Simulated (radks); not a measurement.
Coulomb parameter of the 3d shell of the vanadium ion V3+ in the model configuration [Ar] 3d1 4p1, as a second difference U = [E(n + 0.5) + E(n - 0.5) - 2 E(n)] / (0.5)^2 with all orbitals relaxed. "Bare": the charge of the atom changes with n. "Screened": the 4p shell takes up the change at fixed total charge, which measures U(3d,3d) + U(4p,4p) - 2 U(3d,4p). Calculated with a radial shooting solver on a logarithmic mesh with Libxc functionals: Dirac Kohn-Sham, PBE, spin-unpolarised, spherical densities, point nucleus; open shells are shared between the two j in proportion to 2j + 1. Estimate both.

Answer. U(bare) = 18.036 eV, U(screened by 4p) = 5.224 eV.
